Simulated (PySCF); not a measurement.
First SCF of a structure search on singlet HfCl₃⁺, at a hand-made trigonal planar geometry. PySCF input:

```python
from pyscf import gto, scf, dft
mol = gto.M(atom='''
Hf     0.000000     0.000000     0.000000
Cl     2.459800     0.000000     0.000000
Cl    -1.229900     2.130200     0.000000
Cl    -1.229900    -2.130200     0.000000''',
    basis={'Hf': 'def2-TZVP', 'Cl': 'def2-TZVP'},
    ecp={'Hf': 'def2-TZVP'},
    charge=1, spin=0)
mf = dft.RKS(mol, xc='PBE0')
mf.grids.atom_grid = (50, 194)
aux = {'Hf': 'def2-universal-JKFIT', 'Cl': 'def2-universal-JKFIT'}
mf = mf.density_fit(auxbasis=aux)
mf.conv_tol = 1e-08
mf.diis_space = 10
mf.max_cycle = 60
mf.init_guess = 'minao'
mf.verbose = 4
mf.kernel()
```

Excerpt of the output (cycles and frontier levels):

```
init E= -1409.7596481061
  HOMO = -0.482827269338323  LUMO = -0.307229435786493  gap/eV = 4.77826
cycle= 1 E= -1428.0336099368  delta_E= -18.3  |g|= 0.406  |ddm|= 5.77
  HOMO = -0.502384455431206  LUMO = -0.442224065605111  gap/eV = 1.63705
cycle= 2 E= -1427.71886272816  delta_E= 0.315  |g|= 1.15  |ddm|= 1.12
  HOMO = -0.523789115033872  LUMO = -0.364061952170475  gap/eV = 4.34640
cycle= 3 E= -1428.07811534884  delta_E= -0.359  |g|= 0.0859  |ddm|= 0.821
  HOMO = -0.537827917504521  LUMO = -0.37718266013226  gap/eV = 4.37138
cycle= 4 E= -1428.07913068638  delta_E= -0.00102  |g|= 0.0522  |ddm|= 0.0987
  HOMO = -0.53489515566231  LUMO = -0.370276487295345  gap/eV = 4.47950
cycle= 5 E= -1428.0799320431  delta_E= -0.000801  |g|= 0.00394  |ddm|= 0.0438
  HOMO = -0.534404155291915  LUMO = -0.369888179424886  gap/eV = 4.47671
cycle= 6 E= -1428.0799365356  delta_E= -4.49e-06  |g|= 0.000892  |ddm|= 0.00431
  HOMO = -0.534489462254777  LUMO = -0.370053887989201  gap/eV = 4.47452
cycle= 7 E= -1428.07993675532  delta_E= -2.2e-07  |g|= 0.000114  |ddm|= 0.00105
  HOMO = -0.534491294328251  LUMO = -0.370049539855691  gap/eV = 4.47469
cycle= 8 E= -1428.07993676807  delta_E= -1.27e-08  |g|= 2.75e-05  |ddm|= 0.000445
  HOMO = -0.534490281014231  LUMO = -0.37004632374938  gap/eV = 4.47475
cycle= 9 E= -1428.07993676824  delta_E= -1.76e-10  |g|= 1.96e-05  |ddm|= 4.41e-05
  HOMO = -0.534490070944314  LUMO = -0.370045734693968  gap/eV = 4.47476
Extra cycle  E= -1428.07993676808  delta_E= 1.64e-10  |g|= 3.07e-05  |ddm|= 4.57e-05
converged SCF energy = -1428.07993676808
```

No lower solution of this spin was found from smeared starts or by a stability analysis within the restricted form, which does not test spin polarisation.

Spin–orbit coupling, left out here, can matter for elements this heavy.

The search for the lowest solution, 3 starts and the stability check together, took 14 s on 4 threads of a shared Arm Neoverse V2 host, with 151 basis functions; the process peaked at 0.62 GiB. Launch command: `OMP_NUM_THREADS=4 python axn.py task.json out`.
